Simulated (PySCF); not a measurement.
Job file and geometry (Å, from GFN2-xTB) of a spin–spin coupling run on SMILES CC(C)CB(F)F, C4H9BF2, PySCF, B3LYP/pcJ-1 indirect spin-spin coupling, non-relativistic, gas phase; density fitting, a coarse starting grid and PySCF grid level 2 are the driver's defaults:

```
$ OMP_NUM_THREADS=1 python probes_run.py task.json out

{"job": {"kind": "j", "xc": "B3LYP", "basis": "pcJ-1"}, "charge": 0, "multiplicity": 1}
C     -1.220918     1.270181     0.553175
C     -0.324632     0.041730     0.419415
C     -1.022343    -1.038308    -0.404116
C      1.016702     0.422854    -0.230340
B      2.098036    -0.724565    -0.253307
F      2.120967    -1.732963     0.595706
F      3.099224    -0.741470    -1.113078
H     -2.164385     1.002254     1.022531
H     -0.742534     2.034974     1.160578
H     -1.433495     1.692146    -0.426798
H     -0.122331    -0.358612     1.418027
H     -1.962663    -1.324630     0.060876
H     -1.232603    -0.673221    -1.407536
H     -0.395043    -1.923036    -0.483522
H      0.836032     0.792579    -1.242468
H      1.442386     1.269032     0.319447
```

**Question.** Write the output of this run.

**Answer.** 
```
coarse grid: 13184 points
cycle   1  E = -382.3781011690  dE =  5.257e-01  |g| = 7.757e-01  |ddm| = 3.018e+00
cycle   2  E = -382.2910348607  dE =  8.707e-02  |g| = 1.100e+00  |ddm| = 1.080e+00
cycle   3  E = -382.4890134170  dE = -1.980e-01  |g| = 7.779e-02  |ddm| = 6.094e-01
cycle   4  E = -382.4899280170  dE = -9.146e-04  |g| = 4.110e-02  |ddm| = 7.287e-02
cycle   5  E = -382.4902652711  dE = -3.373e-04  |g| = 5.309e-03  |ddm| = 2.906e-02
cycle   6  E = -382.4902708863  dE = -5.615e-06  |g| = 1.884e-03  |ddm| = 6.317e-03
final grid: 127600 points
cycle   7  E = -382.5452956966  dE = -1.971e-04  |g| = 8.409e-03  |ddm| = 2.424e-02
cycle   8  E = -382.5452847199  dE =  1.098e-05  |g| = 1.056e-02  |ddm| = 1.443e-02
cycle   9  E = -382.5453126244  dE = -2.790e-05  |g| = 5.554e-04  |ddm| = 8.478e-03
cycle  10  E = -382.5453126549  dE = -3.051e-08  |g| = 4.058e-04  |ddm| = 6.436e-04
cycle  11  E = -382.5453126843  dE = -2.938e-08  |g| = 5.988e-05  |ddm| = 2.407e-04
cycle  12  E = -382.5453126847  dE = -4.468e-10  |g| = 2.199e-05  |ddm| = 4.546e-05
converged SCF energy = -382.5453126847

Indirect spin-spin couplings (Hz)
  i      j    bonds     total        FC       PSO       DSO        SD
  0 C    1 C    1     34.737    35.026    -0.502     0.212         -
  0 C    2 C    2      0.609     0.833    -0.229     0.004         -
  0 C    3 C    2      0.025     0.279    -0.275     0.021         -
  0 C    4 B    3      7.313     7.215     0.096    -0.036     0.039
  0 C    6 F    4      3.255     2.732     0.517    -0.198     0.204
  0 C    7 H    1    130.687   128.861     1.168     0.658         -
  0 C    8 H    1    131.046   129.207     1.175     0.664         -
  0 C    9 H    1    131.783   129.957     1.134     0.691         -
  0 C   10 H    2     -2.283    -2.230     0.066    -0.119         -
  0 C   11 H    3      2.303     2.321    -0.028     0.010         -
  0 C   12 H    3      3.196     3.220    -0.032     0.009         -
  0 C   13 H    3     11.138    11.181     0.392    -0.435         -
  0 C   14 H    3      2.596     2.624    -0.067     0.039         -
  0 C   15 H    3      3.477     3.487    -0.112     0.102         -
  1 C    2 C    1     34.062    34.326    -0.483     0.219         -
  1 C    3 C    1     32.186    32.334    -0.398     0.251         -
  1 C    4 B    2     -1.278    -1.200    -0.142     0.104    -0.039
  1 C    5 F    3     -1.739    -0.908    -0.911     0.115    -0.035
  1 C    6 F    3      4.735     4.959     0.075    -0.207    -0.093
  1 C    7 H    2     -2.920    -2.943     0.116    -0.093         -
  1 C    8 H    2     -3.259    -3.266     0.102    -0.095         -
  1 C    9 H    2     -4.411    -4.470     0.137    -0.079         -
  1 C   10 H    1    135.742   134.065     0.562     1.116         -
  1 C   11 H    2     -3.085    -3.109     0.108    -0.083         -
  1 C   12 H    2     -4.148    -4.217     0.133    -0.064         -
  1 C   13 H    2     -3.187    -3.204     0.057    -0.040         -
  1 C   14 H    2     -3.903    -4.029     0.115     0.011         -
  1 C   15 H    2     -4.594    -4.668     0.057     0.017         -
  2 C    3 C    2      1.091     1.296    -0.233     0.028         -
  2 C    4 B    3      0.642     0.625    -0.039     0.070    -0.015
  2 C    6 F    4     -0.392    -0.450     0.193    -0.124    -0.012
  2 C    7 H    3      2.423     2.442    -0.039     0.019         -
  2 C    8 H    3     10.918    10.964     0.401    -0.447         -
  2 C    9 H    3      3.063     3.086    -0.036     0.012         -
  2 C   10 H    2     -2.657    -2.631     0.063    -0.090         -
  2 C   11 H    1    132.369   130.556     1.125     0.687         -
  2 C   12 H    1    131.379   129.531     1.121     0.727         -
  2 C   13 H    1    130.239   128.375     1.118     0.746         -
  2 C   14 H    3      3.538     3.547    -0.084     0.076         -
  2 C   15 H    3     10.750    10.796     0.373    -0.419         -
  3 C    4 B    1     82.594    83.573    -1.708     0.396     0.333
  3 C    5 F    2     26.753    31.625    -5.699    -0.039     0.866
  3 C    6 F    2     25.933    31.891    -6.546    -0.040     0.628
  3 C    7 H    3     10.536    10.582     0.355    -0.401         -
  3 C    8 H    3      2.363     2.384    -0.092     0.071         -
  3 C    9 H    3      2.927     2.951    -0.098     0.074         -
  3 C   10 H    2     -1.968    -1.993     0.020     0.005         -
  3 C   11 H    3     12.036    12.071     0.365    -0.399         -
  3 C   12 H    3      3.400     3.393    -0.082     0.089         -
  3 C   13 H    3      2.367     2.385    -0.122     0.104         -
  3 C   14 H    1    128.243   126.115     1.169     0.959         -
  3 C   15 H    1    119.825   117.490     1.392     0.943         -
  4 B    5 F    1   -137.985   -85.755   -53.698     1.011     0.456
  4 B    6 F    1   -139.371   -86.810   -53.979     0.975     0.444
  4 B    7 H    4      2.755     2.726     0.281    -0.259     0.007
  4 B   10 H    3      2.414     2.528    -0.405     0.306    -0.015
  4 B   11 H    4     -0.223    -0.213     0.230    -0.232    -0.008
  4 B   14 H    2     -6.486    -6.456    -0.353     0.233     0.090
  4 B   15 H    2     -6.542    -6.811    -0.225     0.302     0.192
  5 F    6 F    2   -204.862    60.736  -269.803    -0.910     5.115
  5 F    9 H    5      1.385     1.389     0.861    -0.874     0.008
  5 F   10 H    4     -0.402     0.564    -1.861     1.095    -0.199
  5 F   12 H    5      0.150     0.054     0.860    -0.674    -0.091
  5 F   13 H    5      2.611     2.601    -1.129     1.347    -0.207
  5 F   14 H    3     13.873    14.359     0.949    -1.575     0.139
  5 F   15 H    3      2.125     1.395     1.024    -0.844     0.551
  6 F    7 H    5      3.164     3.001     1.057    -0.943     0.050
  6 F    8 H    5      0.177     0.040     0.762    -0.648     0.024
  6 F    9 H    5      0.168     0.010     0.682    -0.555     0.031
  6 F   10 H    4     -1.549    -0.921     0.556    -1.036    -0.148
  6 F   11 H    5      0.454     0.469     1.028    -1.032    -0.011
  6 F   13 H    5      0.476     0.380     0.141    -0.091     0.047
  6 F   14 H    3     -1.033     0.439    -1.398     0.064    -0.139
  6 F   15 H    3      0.963     0.552     0.527    -0.584     0.467
  7 H    8 H    2    -13.368   -13.478     2.715    -2.605         -
  7 H    9 H    2    -13.283   -13.402     2.660    -2.541         -
  7 H   10 H    3      3.479     3.558     0.197    -0.276         -
  7 H   12 H    4     -0.341    -0.235     0.440    -0.546         -
  7 H   14 H    4     -0.314    -0.240     1.402    -1.476         -
  7 H   15 H    4      0.569     0.638     1.370    -1.438         -
  8 H    9 H    2    -13.065   -13.187     2.657    -2.534         -
  8 H   10 H    3      3.621     3.694     0.171    -0.245         -
  8 H   12 H    4     -0.242    -0.160     1.493    -1.575         -
  8 H   13 H    4      3.517     3.570     1.713    -1.766         -
  8 H   14 H    4     -0.311    -0.220     0.393    -0.484         -
  8 H   15 H    4     -0.165    -0.229    -1.601     1.665         -
  9 H   10 H    3     13.664    13.757     2.639    -2.732         -
  9 H   11 H    4     -0.338    -0.230     0.459    -0.566         -
  9 H   12 H    4     -0.224    -0.257    -1.279     1.312         -
  9 H   13 H    4     -0.222    -0.145     1.441    -1.518         -
  9 H   14 H    4     -0.162    -0.212    -1.400     1.450         -
  9 H   15 H    4     -0.250    -0.167     0.124    -0.207         -
 10 H   11 H    3      3.627     3.697     0.153    -0.224         -
 10 H   12 H    3     13.431    13.518     2.611    -2.698         -
 10 H   13 H    3      3.529     3.589     0.004    -0.064         -
 10 H   14 H    3     13.170    13.223     2.524    -2.577         -
 10 H   15 H    3      2.731     2.775     0.119    -0.163         -
 11 H   12 H    2    -13.309   -13.436     2.597    -2.470         -
 11 H   13 H    2    -13.611   -13.751     2.551    -2.411         -
 11 H   15 H    4      3.456     3.506     1.696    -1.746         -
 12 H   13 H    2    -12.844   -12.999     2.467    -2.312         -
 12 H   14 H    4     -0.171    -0.240    -1.514     1.583         -
 12 H   15 H    4     -0.249    -0.182     1.339    -1.405         -
 13 H   14 H    4     -0.243    -0.167     0.226    -0.302         -
 13 H   15 H    4      0.301     0.376     1.503    -1.578         -
 14 H   15 H    2    -19.033   -19.308     1.911    -1.635         -
```

Size and cost of the density-fitted run: 279 basis functions, 2.2 min wall time on 1 thread of an Arm Neoverse N1, shared host; peak memory 1.1 GiB.
